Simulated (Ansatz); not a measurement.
The lowest doublet and quartet of CH (SMILES [CH]); geometries from B3LYP-D3(BJ)/def2-TZVP, each state relaxed from the structure named, with no frequency check.
Doublet (charge 0, multiplicity 2):
```xyz
2

C      0.000     0.000    -0.161
H      0.000     0.000     0.963
```

A positive gap puts the quartet lower; no zero-point energy. U- takes an unrestricted doublet. The quartet is unrestricted in single-reference levels. Active spaces average the two states.

Cores are frozen in the correlated methods.

Programs: Ansatz (Gaussian orbitals). 

```tsv
level	gap E(doublet) − E(quartet), vertical, at the doublet's geometry (kJ/mol)
U-BHLYP/def2-TZVPP	-86.3
U-MP2/cc-pVDZ (spin-contaminated)	-17.8
U-MP2/cc-pVTZ (spin-contaminated)	-29.7
U-SCS-MP2/cc-pVTZ (spin-contaminated)	-62.5
U-CCSD/cc-pVQZ (spin-contaminated)	-67.3
SC-NEVPT2 on SA-CASSCF(5,5)/cc-pVDZ	-52.3
FIC-NEVPT4(SD) on SA-CASSCF(5,5)/cc-pVDZ	-57.9
FIC-MRCISD+Q on SA-CASSCF(5,5)/cc-pVTZ	?
FIC-MRCISD+Q on SA-CASSCF(5,5)/cc-pVQZ	?
```

**Question.** What belongs in the gaps?

**Answer.** 
- FIC-MRCISD+Q on SA-CASSCF(5,5)/cc-pVTZ, gap E(doublet) − E(quartet), vertical, at the doublet's geometry (kJ/mol): -72.8
- FIC-MRCISD+Q on SA-CASSCF(5,5)/cc-pVQZ, gap E(doublet) − E(quartet), vertical, at the doublet's geometry (kJ/mol): -76.8

Doubts at one or more of the structures used: T1 above 0.05 (U-CCSD/cc-pVQZ (spin-contaminated)).

Ansatz is a program for electronic structure.
